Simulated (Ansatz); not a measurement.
Computed with Ansatz on PBE0-D4/def2-TZVP structures; ΔE is electronic, products minus reactants. CBS: MP2 limit from def2 TZ/QZ plus the TZ coupled-cluster correction, frozen cores. Functionals use def2-TZVPP. B3LYP here is the variant with VWN-RPA as its local correlation; programs differ in this. HSE06 is defined as in plane-wave codes. Each species was taken in one conformer, which may not be the lowest.

`CB(C)N` + `N[Si](O)(F)Cl` → `CO[Si](N)(F)Cl` + `CBN`  (substitution at a C–B bond)

| level | ΔE (kcal/mol) | difference from CCSD(T)/CBS |
| --- | --- | --- |
| LDA (SPW92) | 23.7 | 0.3 |
| revPBE-D4 | 22.7 | -0.7 |
| BLYP-D4 | 20.6 | -2.8 |
| r2SCAN-D4 | 23.3 | -0.1 |
| B97M-V | 23.7 | 0.3 |
| B3LYP-D4 | 21.1 | -2.3 |
| r2SCAN0-D4 | 23.5 | 0.1 |
| HSE06-D4 | 23.1 | -0.3 |
| BHLYP-D4 | 21.0 | -2.4 |
| CAM-B3LYP-D4 | 21.0 | -2.4 |
| ωB97X-V | 21.4 | -2.0 |
| ωB97M-V | 22.7 | -0.7 |
| B2PLYP | 22.0 | -1.4 |
| PBE-QIDH | 23.7 | 0.3 |
| PBE | 22.8 | -0.6 |
| revPBE | 22.4 | -1.0 |
| BLYP | 20.6 | -2.8 |
| r2SCAN | 23.4 | 0.0 |
| PBE0 | 23.2 | -0.2 |
| B3LYP | 21.1 | -2.3 |
| r2SCANh | 23.5 | 0.1 |
| r2SCAN0 | 23.6 | 0.2 |
| HSE06 | 23.2 | -0.2 |
| BHLYP | 21.1 | -2.3 |
| CAM-B3LYP | 21.1 | -2.3 |
| LC-ωPBE | 22.9 | -0.5 |
| RPA@PBE/def2-TZVPP | 20.7 | -2.7 |
| HF/def2-SVP | 17.3 | -6.1 |
| MP2/def2-SVP | 21.0 | -2.4 |
| CCSD/def2-SVP | 19.3 | -4.1 |
| HF/def2-TZVPP | 19.4 | -4.0 |
| MP2/def2-TZVPP | 24.2 | 0.8 |
| SCS-MP2/def2-TZVPP | 22.3 | -1.1 |
| CCSD(T)/def2-TZVPP | 22.8 | -0.6 |
| HF/def2-QZVPP | 19.3 | -4.1 |
| MP2/def2-QZVPP | 24.5 | 1.1 |
| SCS-MP2/def2-QZVPP | 22.6 | -0.8 |
| HF/CBS(def2) | 19.3 | -4.1 |
| MP2/CBS(def2) | 24.8 | 1.4 |
| CCSD/CBS(def2) | 23.2 | -0.2 |
| CCSD(T)/CBS | 23.4 | 0 |

Largest T1 diagnostic among the species: 0.011.

Leaving LDA and LC-ωPBE aside and taking each functional with its dispersion term where it has one, the values spread over 3.1 kcal/mol, from BLYP-D4 to PBE-QIDH. LDA lies +1.0 kcal/mol from PBE without D4. In def2-TZVPP, CCSD(T) changes the Hartree–Fock value by +3.4 kcal/mol (the triples alone add +0.2 kcal/mol) and MP2 by +4.8 kcal/mol.
